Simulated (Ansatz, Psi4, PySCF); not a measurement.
C3H8B, doublet, geometry from GFN2-xTB. Base run: MP2/STO-3G (PySCF).

PySCF was given this input:
```python
from pyscf import gto, scf, mp

mol = gto.M(
    atom='''
C    -0.26820563    1.49953946    0.44604788
B    -0.01277499    0.07989247    0.02288580
C     1.46242388   -0.51063002    0.01113336
C    -1.21635142   -0.85944276   -0.41893968
H    -1.12464021    2.07346567    0.12608431
H     0.38611763    2.05334733    1.10212660
H     1.48209708   -1.54982332    0.33326840
H     2.15045462    0.05551019    0.63420997
H     1.86850661   -0.49764805   -0.99999541
H    -2.05209720   -0.29724337   -0.82914460
H    -0.91067401   -1.60495894   -1.14954611
H    -1.60309058   -1.40891194    0.43911857
''',
    basis='sto-3g',
    spin=1,
    verbose=4,
)

mf = scf.UHF(mol)
mf.kernel()

pt = mp.MP2(mf)
pt.kernel()
print('E(MP2) = %.10f' % pt.e_tot)
```

The same geometry, method and basis name were run in Ansatz (a first-principles code) and Psi4 and PySCF, at each program's defaults and at the settings that a row names. The base is PySCF at its defaults. Differences at the defaults can come from grids, fitting, cores and function types together.

| code and settings | ΔE vs base (µEh) | basis functions | E (Eh) | SCF cycles |
|---|---|---|---|---|
| PySCF, defaults (exact integrals, spherical functions, all electrons correlated) | 0.0 | 28 | -141.39642 | 11 |
| Psi4, defaults (density fitting with its default set, spherical functions, all electrons correlated) | -471 | 28 | -141.39689 | 13 |
| Ansatz, defaults (factorised integrals, spherical functions, frozen core) | 2043 | 28 | -141.39438 | - |
| PySCF, frozen core | 2009 | 28 | -141.39441 | 11 |
| Psi4, exact integrals, spherical functions, frozen core | 2009 | 28 | -141.39441 | 13 |
| Ansatz, high accuracy, frozen core | 2009 | 28 | -141.39441 | - |

Open shells are given as the SCF converged; they aren't shown to be the lowest states, and a large step between rows can be another state.
